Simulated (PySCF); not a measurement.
Be(Br)(Et) (C2H5BeBr), SMILES C[CH2][Be][Br].

The structure is a stationary point at B3LYP-D3(BJ)/def2-SVP. The structure was generated by enumeration; whether it is a known compound was not checked. Other conformers were not sampled.

Method: PBE/def2-TZVPD (PySCF).

Symmetry labels are those of the subgroup Cs that the program uses (full group Cs).

Problem. List the valence orbital energies around the gap with their symmetry. (An estimate is asked for; the answer gives what the named calculation found.)

Solution. 
| orbital | symmetry | energy (eV) |
|---|---|---|
| HOMO−7 | A" | -10.59 |
| HOMO−6 | A' | -10.14 |
| HOMO−5 | A' | -9.20 |
| HOMO−4 | A' | -8.92 |
| HOMO−3 | A" | -8.27 |
| HOMO−2 | A' | -7.50 |
| HOMO−1 | A" | -7.49 |
| HOMO | A' | -6.81 |
| LUMO | A' | -1.11 |
| LUMO+1 | A" | -0.90 |
| LUMO+2 | A' | -0.83 |
| LUMO+3 | A' | 0.17 |
